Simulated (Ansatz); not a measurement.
`C=C[SiH2][SiH2]F` + `N[SiH2][SiH3]` → `F[SiH2]N[SiH2][SiH3]` + `C=C[SiH3]`  (cleavage of the Si–Si bond)

Gas-phase electronic energies from Ansatz, PBE0-D4/def2-TZVP geometries. CCSD(T)/CBS adds triple-zeta CCSD(T) − MP2 to the extrapolated MP2 energy (def2 sets, frozen cores). This one scheme is used for every species. DFT in def2-TZVPP. B3LYP here is the variant with VWN-RPA as its local correlation; programs differ in this. One conformer a species, not always the lowest.

```csv
level,ΔE (kJ/mol)
B3LYP-D4,-87.9
ωB97X-V,-87.3
r2SCAN,-84.3
HF/def2-TZVPP,-102.8
SCS-MP2/def2-TZVPP,-100.4
CCSD/def2-TZVPP,-94.3
CCSD(T)/def2-TZVPP,-93.2
SCS-MP2/def2-QZVPP,-99.8
```

Q: What does CCSD(T)/CBS give? (An estimate is asked.)

A: The calculation gave: -91.7 kJ/mol. The listed levels differ from it by 3.8, 4.4, 7.4, -11.1, -8.7, -2.6, -1.5, -8.1 kJ/mol.

Largest T1 diagnostic among the species: 0.012.

In def2-TZVPP, CCSD(T) changes the Hartree–Fock value by +9.6 kJ/mol (the triples alone add +1.0 kJ/mol) and MP2 by +3.1 kJ/mol. From PBE to PBE0 (25 % exact exchange), in def2-TZVPP and without D4, ΔE moves by −6.7 kJ/mol.
